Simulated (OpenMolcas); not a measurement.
# Computed transition rates of Kr⁴⁺

| Item | Value |
| --- | --- |
| Program | OpenMolcas 26.06 |
| Method | MS-RASPT2, IPEA 0.25 Eh, imaginary shift 0.1 Eh (closed shells correlated: 3d) |
| Basis | ANO-RCC-VQZP [7s6p4d2f1g] |
| Scalar Hamiltonian | DKH2, point nucleus |
| Active space | 4 electrons in 9 orbitals (RAS2 4s 4p; RAS3 4d, at most 2 electrons) |
| State averaging | 2S+1 = 3 even, 6 roots; 2S+1 = 1 even, 12 roots; 2S+1 = 5 odd, 1 root; 2S+1 = 3 odd, 9 roots; 2S+1 = 1 odd, 8 roots |
| Spin-orbit coupling | RASSI with atomic mean-field integrals over the reference wave functions, term energies averaged over their components |

Rates come from the transition moments of the reference wave functions (E1 and E2 in the length form). At fixed line strength A goes as λ^-3 for E1 and M1 and as λ^-5 for E2, so a rate at the computed wavelength can be rescaled to the measured one. Measured vacuum wavelengths follow from level energies in Saloman, J. Phys. Chem. Ref. Data 36, 215 (2007). Branching counts decays inside the model space alone, at computed energies, and the table is only a selection of the E2 and M1 lines, drawn from those between levels with measured partners whose computed energy lies within a factor of 1.5 of the measured one.

```tsv
Upper	Lower	Type	λ computed (nm)	λ measured (nm)	A computed (s-1)	A rescaled (s-1)	Branching %
4s² 4p² ³P₁	4s² 4p² ³P₀	M1	3088	2672	5.97e-01	9.22e-01	100.0
4s² 4p² ³P₂	4s² 4p² ³P₁	M1	2808	2596	5.70e-01	7.21e-01	99.8
4s² 4p² ¹D₂	4s² 4p² ³P₂	M1	811.1	824.6	4.85e+00		56.4
4s² 4p² ¹D₂	4s² 4p² ³P₁	M1	629.3	625.8	3.72e+00		43.2
4s² 4p² ¹S₀	4s² 4p² ¹D₂	E2	505.4	513.3	4.27e+00	3.95e+00	6.0
4s² 4p² ¹S₀	4s² 4p² ³P₂	E2	311.4	316.4	1.66e+00		2.3
4s² 4p² ¹S₀	4s² 4p² ³P₁	M1	280.3	282	6.53e+01		91.7
```

Spin-changing lines and M1 lines between different terms are not rescaled, since their strength hangs on the term gaps too.

The largest correction is for 4s² 4p² ³P₁ → 4s² 4p² ³P₀ (M1): 5.97e-01 × (3088 / 2672)^3 = 9.22e-01 s-1, a factor of 1.54.

No measured rate stands beside these. Rescaling mends the energy factor alone: line strengths can still be far off where a level mixes with configurations outside the active space, and weak or spin-changing lines hang on small mixing coefficients that depend on the term gaps too, so rescaling need not improve them.

Active for correlation alone: 4d; no level in the range computed is led by a configuration that fills it, so any true level of that kind is missing. Computed and measured levels are paired by configuration, term and J; levels that our copy of the source lacks, or whose pairing is in doubt (as where it misses far off the trend of its configuration), stay unpaired. Only configurations of the active space appear.
